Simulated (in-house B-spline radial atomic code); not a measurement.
Inner levels of germanium as electrons are removed. A shift is the extra binding of the orbital against the neutral atom ([Ar] 3d10 4s2 4p2). Computed with a radial B-spline atomic code at the basis-set limit: non-relativistic Hartree-Fock, average of the configuration, point nuclei.

This level leaves out relativity, spin-orbit splitting included, which matters for heavy ions.

| ion | configuration | shift of 3p (eV) | shift of 1s (eV) | shift of 3d (eV) | radius of 3p (bohr) | radius of 1s (bohr) | radius of 3d (bohr) | Σ<r²> (bohr²) | change of density at nucleus (bohr⁻³) |
| --- | --- | --- | --- | --- | --- | --- | --- | --- | --- |
| Ge | [Ar] 3d10 4s2 4p2 | 0 | 0 | 0 | 0.65092 | 0.047837 | 0.72116 | 42.175 | - |
| Ge+ | [Ar] 3d10 4s2 4p1 | 8.9573 | 9.0629 | 8.9724 | 0.65099 | 0.047837 | 0.71999 | 28.848 | 2.284 |
| Ge2+ | [Ar] 3d10 4s2 | 19.752 | 20.098 | 19.79 | 0.65099 | 0.047837 | 0.71772 | 20.088 | 5.1518 |
| Ge3+ | [Ar] 3d10 4s1 | 33.474 | 34.13 | 33.498 | 0.65032 | 0.047837 | 0.71314 | 14.801 | -5.5353 |
| Ge4+ | [Ar] 3d10 | 48.382 | 49.498 | 48.388 | 0.64943 | 0.047837 | 0.70783 | 10.501 | -19.833 |
| Ge5+ | [Ar] 3d9 | ? | ? | ? | ? | ? | ? | ? | ? |
| Ge6+ | [Ar] 3d8 | 103.65 | 111.83 | 105.48 | 0.63113 | 0.047839 | 0.65059 | 8.1586 | -7.4971 |
| Ge7+ | [Ar] 3d7 | ? | ? | ? | ? | ? | ? | ? | ? |
| Ge8+ | [Ar] 3d6 | 165.77 | 185.15 | 170.46 | 0.61174 | 0.047842 | 0.60579 | 6.4507 | 9.4054 |

Task: Fill in the row of Ge5+.

Result: shift of 3p (eV): 75.091; shift of 1s (eV): 79.241; shift of 3d (eV): 75.89; radius of 3p (bohr): 0.64051; radius of 1s (bohr): 0.047838; radius of 3d (bohr): 0.67721; Σ<r²> (bohr²): 9.2255; change of density at nucleus (bohr⁻³): -14.256.

Task: Fill in the row of Ge7+.

Result: shift of 3p (eV): 133.91; shift of 1s (eV): 147.16; shift of 3d (eV): 137.03; radius of 3p (bohr): 0.62149; radius of 1s (bohr): 0.04784; radius of 3d (bohr): 0.62699; Σ<r²> (bohr²): 7.2453; change of density at nucleus (bohr⁻³): 0.3991.
